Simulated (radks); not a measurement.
Results of a calculation; reference values are marked as such.
Question: Ionisation of neutral fluorine, [He] 2s2 2p5, to F+, [He] 2s2 2p4, under several functionals. Dirac Kohn-Sham, spin-unpolarised, spherical densities, finite nucleus; open shells fill j = l - 1/2 first; a radial shooting solver on a logarithmic mesh with Libxc functionals. The NIST Atomic Spectra Database gives 17.423 eV (measured). Rank these functionals by the error of their Delta-SCF ionisation energy: Wu-Cohen GGA; B86b exchange with PBE correlation; PBEsol; LDA (Slater exchange, VWN5 correlation); LDA (Slater exchange, Perdew-Wang correlation); revPBE; HCTH/407.

Answer: From best to worst: PBEsol 19.288 eV (+1.866); revPBE 19.297 eV (+1.875); Wu-Cohen GGA 19.345 eV (+1.922); B86b exchange with PBE correlation 19.402 eV (+1.980); LDA (Slater exchange, Perdew-Wang correlation) 19.529 eV (+2.107); LDA (Slater exchange, VWN5 correlation) 19.535 eV (+2.112); HCTH/407 19.740 eV (+2.317). Spin polarisation and multiplet splitting are left out, so open shells lie too high by an amount that depends on their filling.

Beside tabulated values, note that spin-unpolarised runs miss the spin-polarisation part of the exchange energy of open shells.
